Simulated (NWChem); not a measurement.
## Lowest excitation of C$_{3}$H$_{3}$ (+1)

```xyz
6

C      0.0000     0.0000     1.3389
C      0.0000     0.0000     0.1036
C      0.0000     0.0000    -1.2444
H      0.0000     0.0000     2.4262
H      0.9468     0.0000    -1.8075
H     -0.9468     0.0000    -1.8075
```
Charge +1, spin multiplicity 1.

Program: NWChem. Structure: optimised with PBE0/def2-SVP, a minimum by its harmonic frequencies. It is one conformer; others weren't searched.

Basis set: def2-SVPD.

The correlated methods keep 3 core orbitals frozen. The spin multiplicity of the parent species was assumed, not shown to be that of its ground state. The structure started from a generated list of species. No row is a measurement; the coupled-cluster row has its own basis-set and correlation limits.

Q: Order these methods by the lowest vertical singlet excitation energy they give, lowest first: TD-PBE, EOM-CCSD, CIS.

A: TD-PBE (2.15 eV), EOM-CCSD (2.45 eV), CIS (2.53 eV)
